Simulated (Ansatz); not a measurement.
Consider the redistribution: `N[Si](N)(Cl)Cl` + `N[SiH2][O][SnH3]` → `N[SiH2]O[Si](N)(Cl)Cl` + `[NH2][SnH3]`.

Isolated molecules relaxed with PBE0-D4/def2-TZVP in Ansatz; ΔE leaves out vibrations. CBS: MP2 limit from def2 TZ/QZ plus the TZ coupled-cluster correction, frozen cores. Functionals use def2-TZVPP. B3LYP here is the variant with VWN-RPA as its local correlation; programs differ in this. def2 core potentials past Kr. For Sn outer-core shells are correlated without core-valence functions, which leaves a few kJ/mol of doubt a bond. One conformer a species, not always the lowest.

Q: Is it downhill or uphill in electronic energy at CCSD(T)/CBS, and by how much? (Best estimate.)

A: Ansatz gave: Downhill: ΔE = -2.5 kcal/mol.

Q: What do these levels give: B3LYP-D4, ωB97M-V, r2SCAN, PBE0, B3LYP, HF/def2-TZVPP, SCS-MP2/def2-TZVPP, CCSD/def2-TZVPP, CCSD(T)/def2-TZVPP, HF/def2-QZVPP, SCS-MP2/def2-QZVPP, MP2/CBS(def2)? (Best estimate.)

A: Ansatz gave: B3LYP-D4 -3.3, ωB97M-V -2.9, r2SCAN -2.4, PBE0 -2.4, B3LYP -2.7, HF/def2-TZVPP -3.5, SCS-MP2/def2-TZVPP -3.3, CCSD/def2-TZVPP -3.6, CCSD(T)/def2-TZVPP -3.5, HF/def2-QZVPP -3.4, SCS-MP2/def2-QZVPP -2.7, MP2/CBS(def2) -2.3 kcal/mol.

Largest T1 diagnostic among the species: 0.013.
